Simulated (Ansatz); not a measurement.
Compare A (`[SiH3]C1=CO[SiH2]1`) with its isomer B (`OC1=C[SiH2][SiH2]1`).

Computed with Ansatz on PBE0-D4/def2-TZVP structures; ΔE is electronic, products minus reactants. CCSD(T)/CBS adds triple-zeta CCSD(T) − MP2 to the extrapolated MP2 energy (def2 sets, frozen cores). DFT in def2-TZVPP. B3LYP here is the variant with VWN-RPA as its local correlation; programs differ in this. One conformer a species, not always the lowest.

(1) Which isomer does CCSD(T)/CBS put lower? Give the gap. (Estimate.)

(2) Give E(B) − E(A) in kcal/mol with B2PLYP, CCSD(T)/def2-TZVPP, PBE-D4, B3LYP, MP2/def2-TZVPP, CCSD/def2-TZVPP, ωB97M-V. (Best estimate.)

Largest T1 diagnostic: 0.014.

## Answers

(1) Computed: A, by 15.3 kcal/mol.

(2) Computed: B2PLYP 16.3, CCSD(T)/def2-TZVPP 15.5, PBE-D4 9.7, B3LYP 15.2, MP2/def2-TZVPP 17.5, CCSD/def2-TZVPP 16.1, ωB97M-V 15.6. None reverses the order clearly.

From PBE to PBE0 (25 % exact exchange), in def2-TZVPP and without D4, E(B) − E(A) moves by +1.3 kcal/mol. In def2-TZVPP, CCSD(T) changes the Hartree–Fock value by −4.6 kcal/mol (the triples alone add −0.6 kcal/mol) and MP2 by −2.6 kcal/mol.
